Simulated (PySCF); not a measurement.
A PySCF script (with the pyscf-properties extension) for the NMR shieldings of `C#CP(N(C)C)C(C)(C)C`, C8H16NP, on a PBE0-D3(BJ)/def2-SVP geometry:

```python
import basis_set_exchange as bse
import numpy as np
from pyscf import gto, dft
from pyscf.prop import nmr

atoms = """
C     1.370909    2.625427    1.394362
C     0.998706    1.484278    1.188780
P     0.501656   -0.214837    1.012064
N     1.396445   -0.732195   -0.353679
C     1.856602    0.139609   -1.408034
C     2.207897   -1.916716   -0.191473
C    -1.270383    0.020419    0.397035
C    -1.771096   -1.389508    0.081974
C    -2.047089    0.612634    1.573174
C    -1.407130    0.910839   -0.831855
H     1.701989    3.631816    1.577096
H     1.246676    1.048313   -1.463908
H     2.907611    0.454412   -1.251126
H     1.802742   -0.372057   -2.385848
H     2.178045   -2.534341   -1.106924
H     1.828161   -2.525683    0.640771
H     3.271093   -1.678841    0.016017
H    -1.723412   -2.043228    0.967457
H    -2.819673   -1.353487   -0.257448
H    -1.168967   -1.850565   -0.716443
H    -3.120247    0.666966    1.324842
H    -1.942204   -0.003744    2.480447
H    -1.704212    1.631410    1.811106
H    -2.473460    1.031605   -1.089873
H    -0.988576    1.913633   -0.654415
H    -0.907533    0.469871   -1.706736
"""
names = dict.fromkeys(["C", "P", "N", "H"], "pcSseg-1")
basis = {el: gto.basis.parse(bse.get_basis(n, elements=[el], fmt="nwchem")) for el, n in names.items()}
mol = gto.M(atom=atoms, basis=basis, charge=0, verbose=0)
mf = dft.RKS(mol, xc="PBE0")
mf.grids.level = 2
mf.grids.alignment = dft.numint.BLKSIZE   # the property module wants whole blocks of grid points
mf.conv_tol = 1e-9
mf.kernel()

calc = nmr.RKS(mf)   # GIAO
C = mf.mo_coeff
Co = C[:, mf.mo_occ > 0]
resp = mf.gen_response(singlet=True, hermi=2)
def vind(x):   # induced exchange potential for any number of trial vectors
    d = np.einsum("pi,xij,qj->xpq", C, 2 * x.reshape(-1, C.shape[1], Co.shape[1]), Co, optimize=True)
    return np.einsum("xpq,pi,qj->xij", resp(d - d.transpose(0, 2, 1)), C, Co, optimize=True).ravel()
mo1, _ = nmr.rhf.solve_mo1(calc, with_cphf=vind)
sigma = calc.kernel(mo1)
for i, s in enumerate(sigma):   # ppm
    w = np.linalg.eigvalsh((s + s.T) / 2)
    print("%2d %-2s iso %8.1f  s11 %8.1f  s22 %8.1f  s33 %8.1f" % (i, mol.atom_pure_symbol(i), w.mean(), *w))
```

Problem. What does it print?

Solution. 
```
 0 C  iso     78.8  s11     10.1  s22     16.4  s33    209.8
 1 C  iso     98.4  s11     -4.9  s22      4.6  s33    295.4
 2 P  iso    267.0  s11    152.5  s22    284.2  s33    364.1
 3 N  iso    239.5  s11    204.6  s22    243.7  s33    270.1
 4 C  iso    142.0  s11    121.1  s22    126.4  s33    178.5
 5 C  iso    137.2  s11    108.9  s22    119.1  s33    183.6
 6 C  iso    146.8  s11    133.1  s22    146.8  s33    160.6
 7 C  iso    156.4  s11    138.8  s22    147.5  s33    182.7
 8 C  iso    158.2  s11    143.7  s22    146.2  s33    184.7
 9 C  iso    157.7  s11    144.6  s22    148.1  s33    180.3
10 H  iso     28.0  s11     23.6  s22     23.8  s33     36.6
11 H  iso     28.1  s11     23.7  s22     29.1  s33     31.5
12 H  iso     28.9  s11     24.8  s22     26.1  s33     35.7
13 H  iso     28.8  s11     24.7  s22     25.9  s33     35.9
14 H  iso     28.7  s11     24.0  s22     26.1  s33     36.0
15 H  iso     28.5  s11     24.0  s22     27.1  s33     34.5
16 H  iso     28.7  s11     24.0  s22     26.2  s33     36.0
17 H  iso     30.3  s11     26.7  s22     27.5  s33     36.8
18 H  iso     30.4  s11     26.5  s22     27.9  s33     36.9
19 H  iso     30.0  s11     25.4  s22     29.8  s33     34.8
20 H  iso     30.5  s11     26.7  s22     27.7  s33     37.2
21 H  iso     30.4  s11     26.4  s22     27.8  s33     37.0
22 H  iso     30.0  s11     25.0  s22     29.7  s33     35.5
23 H  iso     30.4  s11     26.3  s22     28.0  s33     37.0
24 H  iso     29.6  s11     25.3  s22     29.1  s33     34.4
25 H  iso     30.0  s11     25.7  s22     29.5  s33     34.8
```

These numbers come from an equivalent density-fitted implementation of the same equations, which agrees with the script to about 0.01 ppm for H and up to a few tenths of a ppm for heavy atoms, so last digits may differ.

Size and cost of the density-fitted run: 257 basis functions, 2.2 min wall time on 1 thread of an Arm Neoverse N1, shared host; peak memory 1.3 GiB.
